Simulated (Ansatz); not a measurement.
tetraphenylborate, `c1ccc([B-](c2ccccc2)(c2ccccc2)c2ccccc2)cc1`. The state is a triplet with charge -1. Geometry PBE-D4/def2-SVP, that of the charge -1 singlet.

```xyz
45

C    -1.446    1.056   -4.142
C    -0.174    0.491   -3.951
C     0.252    0.128   -2.663
C    -0.560    0.303   -1.517
B     0.000    0.000    0.000
C     0.709    1.423    0.421
C     2.054    1.717    0.089
C     2.636    2.969    0.341
C     1.882    3.992    0.938
C     0.539    3.740    1.266
C    -0.027    2.481    1.007
C     1.041   -1.273    0.054
C     0.880   -2.407   -0.778
C     1.691   -3.548   -0.662
C     2.704   -3.598    0.308
C     2.882   -2.496    1.161
C     2.061   -1.363    1.031
C    -1.189   -0.453    1.041
C    -1.104   -0.199    2.431
C    -2.055   -0.680    3.346
C    -3.140   -1.451    2.896
C    -3.247   -1.735    1.525
C    -2.286   -1.246    0.625
C    -1.829    0.889   -1.743
C    -2.272    1.258   -3.023
H    -1.788    1.341   -5.150
H     0.493    0.333   -4.816
H     1.258   -0.305   -2.538
H     2.664    0.932   -0.389
H     3.690    3.151    0.067
H     2.333    4.978    1.141
H    -0.073    4.534    1.727
H    -1.085    2.310    1.264
H     0.084   -2.394   -1.542
H     1.529   -4.407   -1.335
H     3.346   -4.490    0.403
H     3.666   -2.520    1.936
H     2.213   -0.514    1.717
H    -0.256    0.397    2.809
H    -1.948   -0.454    4.420
H    -3.892   -1.830    3.608
H    -4.087   -2.347    1.154
H    -2.386   -1.490   -0.446
H    -2.491    1.066   -0.879
H    -3.270    1.710   -3.151
```

Single mean-field runs in def2-TZVP are fitted with def2-universal-jkfit. At PBE-D4/def2-TZVP, PBE0-D4/def2-TZVP the highest occupied level of the charge -1 triplet lies above zero (up to 1.56 eV). Energy differences put its binding near zero (0.09 eV; vertical, against the charge 0 doublet, at PBE-D4/def2-TZVP), which leaves it undecided. At PBE0-D4/def2-TZVP a singlet of charge -1 lies 3.95 eV below the triplet at the same geometry.

(1) Estimate the α-spin orbital energies around the gap (eV) in Ansatz with PBE-D4/def2-TZVP, PBE0-D4/def2-TZVP.

Results:

(1) 
```
orbital  PBE-D4/def2-TZVP  PBE0-D4/def2-TZVP
 HOMO−5             -2.93              -3.89
 HOMO−4             -2.73              -3.70
 HOMO−3             -2.55              -3.60
 HOMO−2             -2.51              -3.31
 HOMO−1             -2.12              -3.05
   HOMO              1.56               0.70
   LUMO              1.86               2.78
 LUMO+1              1.96               2.84
 LUMO+2              2.01               2.91
 LUMO+3              2.10               3.05
 LUMO+4              2.25               3.24
 LUMO+5              2.58               3.58
 β HOMO             -2.09              -3.03
 β LUMO             -1.94              -0.85
```
